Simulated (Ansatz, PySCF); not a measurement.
Species: InH, charge 0, multiplicity 1. 
Geometry from a B3LYP-D3(BJ)/def2-TZVP (Ansatz, an electronic-structure program) optimisation:
```xyz
2

In     0.0000     0.0000    -0.0373
H      0.0000     0.0000     1.8254
```
Charge 0, spin multiplicity 1.

Quantity: vertical ionisation energy (to the doublet state of charge +1; each state is the SCF solution reached for its spin), in eV. Cores are frozen in the correlated levels unless marked. Open shells are spin-unrestricted. No spin-orbit coupling. The frozen core is the preceding noble-gas configuration, with the filled d and f shells of earlier blocks. In def2 rows, elements after Kr have scalar-relativistic effective core potentials. Basis-set limits of correlation are two-point, X^-3; Hartree-Fock from the larger set.

| level | program | vertical ionisation energy (eV) | minus last row |
|---|---|---|---|
| r2SCAN/def2-TZVPD | Ansatz | 7.89 | 0.00 |
| CAM-B3LYP/def2-TZVPD | Ansatz | 8.07 | 0.18 |
| wB97X-V/def2-TZVPD | Ansatz | 8.02 | 0.13 |
| CCSD/def2-QZVPPD | Ansatz | 7.85 | -0.04 |
| CCSD(T)/def2-SVPD | Ansatz | 7.78 | -0.11 |
| CCSD(T)/def2-QZVPPD | Ansatz | 7.87 | -0.02 |
| CCSD(T)/CBS(def2-TZVPPD,def2-QZVPPD) | Ansatz | 7.89 | 0.00 |

For comparison, minus the highest occupied orbital energy (PySCF): 7.68 eV at HF/def2-TZVPD, 4.87 eV at M06-L/def2-TZVPD, 5.77 eV at PW6B95/def2-TZVPD.
